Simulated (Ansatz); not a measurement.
A structure relaxed at PBE-D4/def2-SVP in Ansatz, charge 0, singlet:

Cartesian coordinates in Å:
```
B -0.739 -0.744 0.177
C -0.333 -2.269 0.310
C 0.837 -2.810 -0.523
H -1.231 -2.916 0.196
H -0.090 -2.352 1.403
H 1.079 -3.863 -0.271
H 0.600 -2.778 -1.606
H 1.759 -2.211 -0.382
C -2.264 -0.339 0.322
C -2.617 0.995 0.994
H -2.844 -1.174 0.772
H -2.608 -0.325 -0.746
H -3.705 1.210 0.952
H -2.325 0.990 2.064
H -2.088 1.849 0.526
C 0.351 0.355 -0.094
C 1.590 0.353 0.595
C 2.557 1.343 0.369
C 2.324 2.347 -0.584
C 1.113 2.364 -1.294
C 0.136 1.391 -1.037
H 1.796 -0.434 1.339
H 3.504 1.326 0.931
H 3.087 3.118 -0.774
H 0.925 3.147 -2.045
H -0.814 1.428 -1.594
```

Task: Give its formula, name or SMILES and point group.

Result: BEt2Ph (C10H15B). Point group C2 (tolerance 0.1 Å).

Task: Summarise the bond lengths by kind (pairs closer than 1.2 times the sum of covalent radii, bridged metal pairs left out).

Result: 8 × C–C 1.40 to 1.53 Å; 3 × B–C 1.57 to 1.58 Å; 15 × C–H 1.10 to 1.12 Å.
